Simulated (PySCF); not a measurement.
A structure optimised at PBE-D3(BJ)/def2-SVP, used in a PySCF frequency run:

```xyz
9

F      1.4747    -0.5906     1.3777
Si     0.5040     0.0802     0.2697
Cl     0.9003    -0.8059    -1.5419
Cl     0.9209     2.0802     0.1929
O     -1.0546    -0.1647     0.6975
Si    -2.4499    -0.9136     0.0974
H     -2.2164    -2.3904    -0.0336
H     -2.7984    -0.3301    -1.2411
H     -3.5393    -0.6415     1.0873
```

Question: Write its SMILES and formula.

Answer: F[Si](Cl)(Cl)O[SiH3], Cl2FH3OSi2

Question: What are its rotational constants (standard atomic weights)?

Answer: 1.7630, 1.0563, 0.89177 GHz
